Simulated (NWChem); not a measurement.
System: BeHOCl; SMILES [OH][Be][Cl]

NWChem input:

```
start job
memory heap 200 mb stack 900 mb global 1100 mb
geometry units angstroms noautosym nocenter noautoz
  Be     0.045545     0.633275     0.000001
  Cl    -0.080788    -1.179817    -0.000000
  O      0.202873     2.033792     0.000000
  H     -0.431979     2.742103    -0.000001
end
basis spherical
  * library aug-cc-pvdz
end
dft
  xc xpbe96 cpbe96
  iterations 150
end
property
  response 1 0.0
end
task dft property
```

Parts of the log:

```
             Northwest Computational Chemistry Package (NWChem) 7.3.0
             --------------------------------------------------------

                             Geometry "geometry" -> ""
                             -------------------------

 Output coordinates in angstroms (scale by  1.889725989 to convert to a.u.)

  No.       Tag          Charge          X              Y              Z
 ---- ---------------- ---------- -------------- -------------- --------------
    1 Be                   4.0000     0.04554500     0.63327500     0.00000100
    2 Cl                  17.0000    -0.08078800    -1.17981700     0.00000000
    3 O                    8.0000     0.20287300     2.03379200     0.00000000
    4 H                    1.0000    -0.43197900     2.74210300    -0.00000100

 Effective nuclear repulsion energy (a.u.)      61.8365747303

  pbe96 is a nonlocal functional; adding pw91lda local functional.
                              NWChem Property Module
                              ----------------------

                                 NWChem DFT Module
                                 -----------------

 Summary of "ao basis" -> "ao basis" (spherical)
 ------------------------------------------------------------------------------
       Tag                 Description            Shells   Functions and Types
 ---------------- ------------------------------  ------  ---------------------
 Be                       aug-cc-pvdz                9       23   4s3p2d
 Cl                       aug-cc-pvdz               11       27   5s4p2d
 O                        aug-cc-pvdz                9       23   4s3p2d
 H                        aug-cc-pvdz                5        9   3s2p

            General Information
            -------------------
          SCF calculation type: DFT
          Wavefunction type:  closed shell.
          No. of atoms     :     4
          No. of electrons :    30
           Alpha electrons :    15
            Beta electrons :    15
          Charge           :     0
          Spin multiplicity:     1
          Use of symmetry is: off; symmetry adaption is: off
          Maximum number of iterations: 150
          AO basis - number of functions:    82
                     number of shells:    34
          Convergence on energy requested:  1.00D-06
          Convergence on density requested:  1.00D-05
          Convergence on gradient requested:  5.00D-04

              XC Information
              --------------
          PerdewBurkeErnzerhof Exchange Functional  1.000
            Perdew 1991 LDA Correlation Functional  1.000 local
           PerdewBurkeErnz. Correlation Functional  1.000 non-local

             Grid Information
             ----------------
          Grid used for XC integration:  medium
          Radial quadrature: Mura-Knowles
          Angular quadrature: Lebedev.
          Tag              B.-S. Rad. Rad. Pts. Rad. Cut. Ang. Pts.
          ---              ---------- --------- --------- ---------
          Be                  1.05       49          17.0       434
          Cl                  1.00       88          15.0       590
          O                   0.60       49          12.0       434
          H                   0.35       45          16.0       434
          Grid pruning is: on
          Number of quadrature shells:   231
          Spatial weights used:  Erf1

      Superposition of Atomic Density Guess
      -------------------------------------

 Sum of atomic energies:        -549.31463473

      Non-variational initial energy
      ------------------------------

 Total energy =    -549.911604
 1-e energy   =    -879.631075
 2-e energy   =     267.882896
 HOMO         =      -0.471175
 LUMO         =      -0.043420

   convergence    iter        energy       DeltaE   RMS-Dens  Diis-err
 ---------------- ----- ----------------- --------- --------- ---------
 d= 0,ls=0.0,diis     1   -550.5401274577 -6.12D+02  3.07D-02  7.59D-01
 d= 0,ls=0.0,diis     2   -550.2599104185  2.80D-01  1.24D-02  3.51D+00
 d= 0,ls=0.0,diis     3   -550.6175597634 -3.58D-01  2.90D-03  5.72D-02
 d= 0,ls=0.0,diis     4   -550.6217488745 -4.19D-03  1.42D-03  1.47D-02
 d= 0,ls=0.0,diis     5   -550.6240394647 -2.29D-03  3.57D-04  4.18D-04
  Resetting Diis
 d= 0,ls=0.0,diis     6   -550.6240981806 -5.87D-05  6.01D-05  8.21D-06
 d= 0,ls=0.0,diis     7   -550.6240990286 -8.48D-07  1.59D-05  4.13D-07
 d= 0,ls=0.0,diis     8   -550.6240988893  1.39D-07  8.60D-06  1.90D-06

         Total DFT energy =     -550.624098889293
      One electron energy =     -882.374556396949
           Coulomb energy =      309.762321622708
    Exchange-Corr. energy =      -39.848438845323
 Nuclear repulsion energy =       61.836574730272

 Numeric. integr. density =       30.000000063596

                       DFT Final Molecular Orbital Analysis
                       ------------------------------------

 Vector   13  Occ=2.000000D+00  E=-3.079896D-01
              MO Center=  6.3D-02,  6.6D-01,  1.9D-07, r^2= 3.2D+00
   Bfn.  Coefficient  Atom+Function         Bfn.  Coefficient  Atom+Function
  ----- ------------  ---------------      ----- ------------  ---------------
    57      0.438230  3 O  pz                34      0.373682  2 Cl pz
    60      0.292923  3 O  pz                37      0.261139  2 Cl pz
     7      0.201978  1 Be pz                63      0.059306  3 O  pz
    40      0.036987  2 Cl pz

 Vector   14  Occ=2.000000D+00  E=-2.918956D-01
              MO Center= -1.7D-02, -6.4D-01,  4.0D-08, r^2= 2.5D+00
   Bfn.  Coefficient  Atom+Function         Bfn.  Coefficient  Atom+Function
  ----- ------------  ---------------      ----- ------------  ---------------
    32      0.555987  2 Cl px                35      0.399881  2 Cl px
     3      0.223360  1 Be s                 55     -0.215494  3 O  px
    54     -0.209306  3 O  s                 58     -0.118501  3 O  px
    56     -0.105923  3 O  py                53     -0.085751  3 O  s
     5      0.067275  1 Be px                 6      0.064619  1 Be py

 Vector   15  Occ=2.000000D+00  E=-2.848884D-01
              MO Center=  3.0D-02,  2.2D-01,  1.2D-07, r^2= 3.5D+00
   Bfn.  Coefficient  Atom+Function         Bfn.  Coefficient  Atom+Function
  ----- ------------  ---------------      ----- ------------  ---------------
    34      0.464696  2 Cl pz                57     -0.413894  3 O  pz
    37      0.336506  2 Cl pz                60     -0.260326  3 O  pz
    63     -0.079174  3 O  pz                15     -0.059385  1 Be d -1
    40      0.042857  2 Cl pz                 7     -0.026128  1 Be pz

 Vector   16  Occ=0.000000D+00  E=-4.876905D-02
              MO Center= -3.5D-01,  1.4D+00,  2.7D-06, r^2= 8.4D+00
   Bfn.  Coefficient  Atom+Function         Bfn.  Coefficient  Atom+Function
  ----- ------------  ---------------      ----- ------------  ---------------
     4      0.452092  1 Be s                 76      0.342599  4 H  s
    53     -0.252384  3 O  s                  3      0.204555  1 Be s
    27     -0.176131  2 Cl s                  2      0.140951  1 Be s
    33     -0.137903  2 Cl py                52     -0.135440  3 O  s
    26     -0.123772  2 Cl s                 75      0.116049  4 H  s

 Vector   17  Occ=0.000000D+00  E=-8.144771D-03
              MO Center=  5.3D-02,  5.7D-01,  1.5D-06, r^2= 9.1D+00
   Bfn.  Coefficient  Atom+Function         Bfn.  Coefficient  Atom+Function
  ----- ------------  ---------------      ----- ------------  ---------------
     3      0.819953  1 Be s                  8      0.743579  1 Be px
    54     -0.726068  3 O  s                  5      0.491645  1 Be px
    11      0.367430  1 Be px                35     -0.240279  2 Cl px
    32     -0.208691  2 Cl px                62      0.196655  3 O  py
    28     -0.187393  2 Cl s                 61     -0.182743  3 O  px

 Vector   18  Occ=0.000000D+00  E=-4.040629D-03
              MO Center= -1.5D-01,  8.7D-01,  8.8D-06, r^2= 2.5D+01
   Bfn.  Coefficient  Atom+Function         Bfn.  Coefficient  Atom+Function
  ----- ------------  ---------------      ----- ------------  ---------------
    76      0.784184  4 H  s                  4     -0.663986  1 Be s
    12      0.544670  1 Be py                27      0.207082  2 Cl s
    28     -0.206343  2 Cl s                  3     -0.194874  1 Be s
     9     -0.130864  1 Be py                56     -0.122918  3 O  py
    26      0.113611  2 Cl s                 11     -0.097496  1 Be px

     Multipole analysis of the density
     ---------------------------------

     L   x y z        total         alpha         beta         nuclear
     -   - - -        -----         -----         ----         -------
     0   0 0 0     -0.000000    -15.000000    -15.000000     30.000000

     1   1 0 0     -0.380051     -0.189826     -0.189826     -0.000399
     1   0 1 0      0.646927     -1.083107     -1.083107      2.813141
     1   0 0 1      0.000001     -0.000003     -0.000003      0.000006

     2   2 0 0    -17.132596     -9.700319     -9.700319      2.268043
     2   1 1 0     -2.611614     -8.183689     -8.183689     13.755765
     2   1 0 1      0.000001     -0.000000     -0.000000      0.000002
     2   0 2 0    -16.827436   -126.039605   -126.039605    235.251773
     2   0 1 1     -0.000002     -0.000001     -0.000001     -0.000001
     2   0 0 2    -17.645047     -8.822523     -8.822523      0.000000

 *** CALLING NEW AORESP DRIVER FOR CLOSED AND OPEN SHELLS ***
 Entering AOResponse driver routine

--------------------------------------------------------------------------------

          -----------------------------------------------
          Solving response equations for perturbing field
          -----------------------------------------------

 number of frequencies:     1
 frequency in a.u.:  0.0000000E+00
 Perturbing field: electric
 Using El. Dipole Length Gauge

 Setting up CPKS with frequency omega =      0.00000000 a.u.

 STATIC response

                                NWChem CPHF Module
                                ------------------

  scftype          =     RHF
  nclosed          =       15
  nopen            =        0
  variables        =     1005
  # of vectors     =        3
  tolerance        = 0.10D-03
  level shift      = 0.00D+00
  max iterations   =       50
  max subspace     =       30

 SCF residual:    1.7641287052125657E-004

Iterative solution of linear equations
  No. of variables     1005
  No. of equations        3
  Maximum subspace       30
        Iterations       50
       Convergence  1.0D-04

   iter   nsub   residual    time
   ----  ------  --------  ---------
     1      3    3.69D+00      14.0
     2      6    1.54D+00      19.0
     3      9    5.07D-01      24.0
     4     12    3.43D-02      29.0
     5     15    1.22D-02      33.8
     6     18    6.87D-04      38.7
     7     21    4.54D-05      44.1

 Electric Dipole Response Matrix (nonzero elements):

              1        2        3
    1   28.8442   0.9611   0.0000
    2    0.9611  43.3104   0.0000
    3    0.0000   0.0000  28.5996

 ------------------------------------------
 average:        33.58472 + I       0.00000

 DFT Linear Response polarizability / au
 Frequency  =       0.0000000 / au
              X              Y              Z
 -----------------------------------------------
 X      28.8441545      0.9611286      0.0000040
 Y       0.9611251     43.3103947      0.0000013
 Z       0.0000040      0.0000013     28.5996065
 -----------------------------------------------
 Eigenvalues =      28.7805770     43.3739721     28.5996065
 Isotropic   =      33.5847186
 Anisotropic =      14.6847166
 -----------------------------------------------

 Magnetic Dipole Response Matrix (nonzero elements):

 Exiting AOResponse driver routine
```

Level: PBE/aug-cc-pVDZ. All runs use the structure optimised with PBE0-D3(BJ)/def2-TZVP.
